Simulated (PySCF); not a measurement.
## Spinor energies of Re³⁺ (rhenium, charge +3)

Start: [Xe] 4f14 5d3 6p1; 5d5/2 filled at m_j = +1/2, +3/2, +5/2; 6p3/2 filled at m_j = +3/2. Calculated with PySCF 2.14 in x2c-TZVPall-2c: generalised Hartree-Fock with the X2C-1e Hamiltonian and a Gaussian nucleus; spin-orbit coupling (SO) screened by Boettger's factors. This is a chosen level, not necessarily the ground level.

```json
{"spinor shell": "1s1/2", "electrons": "2", "ε, screened SO (eV)": "-72081.4", "weight of nominal j (screened SO)": "1.000", "rms radius, screened SO (bohr)": "0.0204"}
{"spinor shell": "2s1/2", "electrons": "2", "ε, screened SO (eV)": "-12668.1", "weight of nominal j (screened SO)": "1.000", "rms radius, screened SO (bohr)": "0.0824"}
{"spinor shell": "2p1/2", "electrons": "2", "ε, screened SO (eV)": "-12101.4", "weight of nominal j (screened SO)": "1.000", "rms radius, screened SO (bohr)": "0.0700"}
{"spinor shell": "2p3/2", "electrons": "4", "ε, screened SO (eV)": "-10656.1", "weight of nominal j (screened SO)": "1.000", "rms radius, screened SO (bohr)": "0.0775"}
{"spinor shell": "3s1/2", "electrons": "2", "ε, screened SO (eV)": "-3023.3", "weight of nominal j (screened SO)": "1.000", "rms radius, screened SO (bohr)": "0.210"}
{"spinor shell": "3p1/2", "electrons": "2", "ε, screened SO (eV)": "-2770.9", "weight of nominal j (screened SO)": "1.000", "rms radius, screened SO (bohr)": "0.202"}
{"spinor shell": "3p3/2", "electrons": "4", "ε, screened SO (eV)": "-2451.9", "weight of nominal j (screened SO)": "1.000", "rms radius, screened SO (bohr)": "0.217"}
{"spinor shell": "3d3/2", "electrons": "4", "ε, screened SO (eV)": "-2032.8", "weight of nominal j (screened SO)": "1.000", "rms radius, screened SO (bohr)": "0.192"}
{"spinor shell": "3d5/2", "electrons": "6", "ε, screened SO (eV)": "-1964.0", "weight of nominal j (screened SO)": "1.000", "rms radius, screened SO (bohr)": "0.196"}
{"spinor shell": "4s1/2", "electrons": "2", "ε, screened SO (eV)": "-692.34", "weight of nominal j (screened SO)": "1.000", "rms radius, screened SO (bohr)": "0.469"}
{"spinor shell": "4p1/2", "electrons": "2", "ε, screened SO (eV)": "-585.76", "weight of nominal j (screened SO)": "1.000", "rms radius, screened SO (bohr)": "0.476"}
{"spinor shell": "4d3/2", "electrons": "4", "ε, screened SO (eV)": "-335.04", "weight of nominal j (screened SO)": "0.999", "rms radius, screened SO (bohr)": "0.531"}
{"spinor shell": "4d5/2", "electrons": "6", "ε, screened SO (eV)": "-320.75", "weight of nominal j (screened SO)": "1.000", "rms radius, screened SO (bohr)": "0.543"}
{"spinor shell": "5s1/2", "electrons": "2", "ε, screened SO (eV)": "-135.81", "weight of nominal j (screened SO)": "1.000", "rms radius, screened SO (bohr)": "1.11"}
{"spinor shell": "5p1/2", "electrons": "2", "ε, screened SO (eV)": "-100.44", "weight of nominal j (screened SO)": "0.961", "rms radius, screened SO (bohr)": "1.20"}
{"spinor shell": "4f5/2", "electrons": "6", "ε, screened SO (eV)": "-97.316", "weight of nominal j (screened SO)": "0.984", "rms radius, screened SO (bohr)": "0.636"}
{"spinor shell": "4f7/2", "electrons": "8", "ε, screened SO (eV)": "-94.827", "weight of nominal j (screened SO)": "0.991", "rms radius, screened SO (bohr)": "0.635"}
{"spinor shell": "5p3/2", "electrons": "4", "ε, screened SO (eV)": "-88.113", "weight of nominal j (screened SO)": "0.985", "rms radius, screened SO (bohr)": "1.29"}
{"spinor shell": "5d5/2", "electrons": "3", "ε, screened SO (eV)": "-44.512", "weight of nominal j (screened SO)": "0.624", "rms radius, screened SO (bohr)": "1.74"}
{"spinor shell": "6p3/2", "electrons": "1", "ε, screened SO (eV)": "-25.872", "weight of nominal j (screened SO)": "1.000", "rms radius, screened SO (bohr)": "3.30"}
```

Question: Where does 4p3/2 lie, and what is the 4p spin-orbit splitting (screened SO)?

Answer: At -510.53 eV, 75.229 eV above 4p1/2.

| quantity | screened SO |
| --- | --- |
| E (hartree) | -16698.40042 |
| M_J | 6 |
| ⟨J²⟩ | 42.006 |
| ⟨L²⟩ | 21.638 |
| ⟨S²⟩ | 5.548 |

Each row is a mean over spinors that exchange with the open shell spreads, by up to 7.670 eV (5p3/2).

Rows whose weight is well below 1 are mixtures of j = l ± 1/2: exchange outweighs spin-orbit coupling there, and the label is only the starting occupation.

Breit and QED terms are absent; they matter most for the inner s and p1/2 levels.

Densities and radii are taken from the X2C orbitals without a picture-change correction, which distorts them close to the nucleus.
